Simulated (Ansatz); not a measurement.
Ansatz (a quantum-chemistry and plane-wave program) job for HgCl2, SMILES [Cl][Hg][Cl], PBE/def2-TZVPD. Geometry optimised at B3LYP-D3(BJ)/def2-TZVP. The isomer is the one that the SMILES or the coordinates give; other isomers of the formula were not compared. The def2 effective core potentials stand for the cores of Hg; spin–orbit coupling is left out.

Ansatz 0.2 input:
```yaml
crystal:
  periodic: [false, false, false]
  atoms:
    - {symbol: Hg, position_ang: [0.00000000, 0.00000000, 0.00000000]}
    - {symbol: Cl, position_ang: [0.00000000, 0.00000000, -2.28483751]}
    - {symbol: Cl, position_ang: [0.00000000, 0.00000000, 2.28483751]}
basis:
  gaussian:
    orbitals: def2-TZVPD
hamiltonian:
  xc: {name: PBE}
```

Output:

```
Functional definition: PBE
integrals: 0.06 GiB planned
950 factors; their error is unknown
mean field: 0.42 GiB planned
mean field evaluation 1: about -29212.3128 eV, gradient 3.6e1 eV
mean field evaluation 2: about -29200.5707 eV, gradient 8.0e1 eV
mean field evaluation 4: about -29215.4466 eV, gradient 3.0e0 eV
mean field evaluation 8: about -29215.4703 eV, gradient 7.3e-2 eV
mean field evaluation 16: about -29215.4598 eV, gradient 1.7e-5 eV
mean field -29215.45982142 eV, -1073.6483454874 hartree, gradient 9.5e-6 eV, S^2 0.000000; 0 other end points of the search recorded, 0 dependent functions left out
reference -29215.45988586 eV, -1073.6483478555 hartree; 27, 27 occupied and 111, 111 virtual orbitals, 950 factors
Total energy: -29215.45988586 eV, -1073.6483478555 hartree
```

The run converged.

Cost: very roughly 2.6 core-seconds.
